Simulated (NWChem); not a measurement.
System: CH5BSe; SMILES CB[SeH]

```xyz
8

B     -0.6425    -1.0207    -0.0006
H     -1.8515    -1.1457     0.0001
C      0.3228    -2.2550    -0.0002
H      0.0919    -2.9027    -0.8751
H      0.1050    -2.8879     0.8891
H      1.4065    -2.0262    -0.0093
Se     0.0806     0.7678    -0.0001
H     -1.2174     1.4907     0.0020
```
Atoms are numbered in this order, from 1.

All runs: NWChem. Pople sets run with spherical d functions. Coordinates come from a PBE-D3(BJ)/def2-SVP optimisation. B3LYP is NWChem's, with the RPA form of VWN correlation. Vertical excitations in the gas phase; the lowest state need not have the same character in each row.

For level B3LYP/6-31G*, full TDDFT:

- lowest excitation, singlet (eV) = 5.87
- oscillator strength of that lowest state = 0.160
- lowest state with f > 0.02, singlet (eV) = 5.87
- orbital gap (eV) = 6.34

What are these values for level Hartree-Fock/6-31G*, TDHF?


- lowest excitation, singlet (eV): 6.66
- oscillator strength of that lowest state: 0.000
- lowest state with f > 0.02, singlet (eV): 6.98
- orbital gap (eV): 12.91
